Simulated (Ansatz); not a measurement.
Relaxation of Cl₃In (4 atoms, charge 0, multiplicity 1), to a largest force component of 0.02 eV/Å in at most 40 steps.

All numbers below come from Ansatz, RKS PBE/def2-SVP.

```xyz
4
Properties=species:S:1:pos:R:3
In 0.000 0.000 0.000
Cl 0.000 0.000 2.440
Cl 2.113 0.000 -1.220
Cl -2.113 0.000 -1.220
```

Task: Where does it end, and by what steps?

Result: It converged. After 2 steps the energy has fallen by 0.168 eV; Cl3 moved furthest, 0.10 Å.

| step | energy less start (eV) | largest force component (eV/Å) | accepted |
| --- | --- | --- | --- |
| 0 | 0.0000 | 1.077 | yes |
| 1 | -0.1300 | 0.627 | yes |
| 2 | -0.1677 | 0.016 | yes |

```xyz
4
Properties=species:S:1:pos:R:3
In 0.000 0.000 0.000
Cl 0.000 0.000 2.342
Cl 2.028 0.000 -1.171
Cl -2.028 0.000 -1.171
```

Whether the end is a true minimum wasn't checked by a vibrational analysis.

Time of the run: 6.4 s on 1 thread of Intel(R) Xeon(R) Platinum 8375C CPU @ 2.90GHz (Ice Lake), on a shared host, peak memory 0.13 GiB.
